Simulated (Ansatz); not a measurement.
## What each rung costs, and what it gives

Saddle point of BSiH7O2, singlet (BH₃O₂ ([OH][BH][OH]) + SiH₄ → BSiH₅O₂ ([OH][B]([OH])[SiH3]) + H₂; bonds formed: B1–Si6, H2–H5; bonds broken: B1–H2, H5–Si6), PBE0-D4/def2-TZVP structure:

```json
{"atom": "B1", "x (Å)": "-0.1941", "y (Å)": "0.7000", "z (Å)": "-0.0723"}
{"atom": "H2", "x (Å)": "0.9800", "y (Å)": "1.4355", "z (Å)": "-0.0089"}
{"atom": "O3", "x (Å)": "-0.7729", "y (Å)": "0.8383", "z (Å)": "-1.3366"}
{"atom": "O4", "x (Å)": "-0.9479", "y (Å)": "0.9925", "z (Å)": "1.0805"}
{"atom": "H5", "x (Å)": "1.0581", "y (Å)": "0.4063", "z (Å)": "-0.0237"}
{"atom": "Si6", "x (Å)": "0.3879", "y (Å)": "-1.4329", "z (Å)": "-0.0460"}
{"atom": "H7", "x (Å)": "-1.3095", "y (Å)": "1.6327", "z (Å)": "-1.3843"}
{"atom": "H8", "x (Å)": "-0.4358", "y (Å)": "1.2001", "z (Å)": "1.8627"}
{"atom": "H9", "x (Å)": "1.1683", "y (Å)": "-1.9416", "z (Å)": "-1.2056"}
{"atom": "H10", "x (Å)": "-0.9956", "y (Å)": "-1.9682", "z (Å)": "-0.0784"}
{"atom": "H11", "x (Å)": "1.0615", "y (Å)": "-1.8626", "z (Å)": "1.2126"}
```

Barriers are electronic and count from the start structure reached by relaxing down the imaginary mode.

Computed with Ansatz 0.2.0 (basis: as named in each row); correlated methods freeze the cores. B3LYP uses VWN-RPA correlation. Extrapolation: Hartree–Fock as exp(−7.88 √X), correlation as X^−2.97.

Times are rough, for one single point on 4 threads of a shared host (Intel Xeon).

The estimate by CCSD(T) at an estimated basis limit (MP2 extrapolated from triple and quadruple zeta, plus CCSD(T) − MP2 in triple zeta) is 61.96 kcal/mol.

| method | basis | time (s) | barrier (kcal/mol) | method less estimate |
| --- | --- | --- | --- | --- |
| HF | STO-3G | under 1 | 116.39 | 54.43 |
| PBE-D4 | STO-3G | under 1 | 89.53 | 27.56 |
| SPW92 | def2-SVP | under 1 | 41.88 | -20.09 |
| B3LYP-D4 | 6-31G | 1 | 65.81 | 3.84 |
| PBE-D4 | def2-SVP | 1 | 49.74 | -12.23 |
| PBE0-D4 | def2-SVP | 2 | 54.10 | -7.87 |
| SPW92 | def2-TZVPP | 2 | 42.53 | -19.43 |
| PBE-D4 | def2-TZVPP | 3 | 49.86 | -12.11 |
| BLYP-D4 | def2-TZVPP | 3 | 57.67 | -4.30 |
| B3LYP-D4 | def2-TZVPP | 4 | 60.52 | -1.44 |
| wB97M-V | def2-SVP | 4 | 60.46 | -1.50 |
| BHLYP-D4 | def2-TZVPP | 4 | 66.27 | 4.30 |
| PBE0-D4 | def2-TZVPP | 4 | 54.12 | -7.84 |
| r2SCAN-D4 | def2-TZVPP | 5 | 54.36 | -7.60 |
| CAM-B3LYP-D4 | def2-TZVPP | 5 | 62.81 | 0.84 |
| CCSD(T) | def2-SVP | 6 | 66.75 | 4.79 |
| r2SCAN0-D4 | def2-TZVPP | 6 | 57.33 | -4.63 |
| B2PLYP | def2-TZVPP | 8 | 63.04 | 1.08 |
| PBE-QIDH | def2-TZVPP | 8 | 59.19 | -2.77 |
| wB97M-V | def2-TZVPP | 9 | 61.07 | -0.89 |
| RPA on PBE | def2-TZVPP | 9 | 63.24 | 1.28 |
| wB97X-V | def2-TZVPP | 10 | 61.45 | -0.51 |
| B97M-V | def2-TZVPP | 12 | 56.24 | -5.72 |
| MP2 | def2-QZVPP | 37 | 61.75 | -0.21 |
| CCSD(T) | def2-TZVPP | 110 | 62.77 | 0.81 |

All methods are single points on the PBE0-D4 structures.

T1 diagnostic: at most 0.014.

Labels in which every atom is bracketed show which atoms are joined, not bond orders.
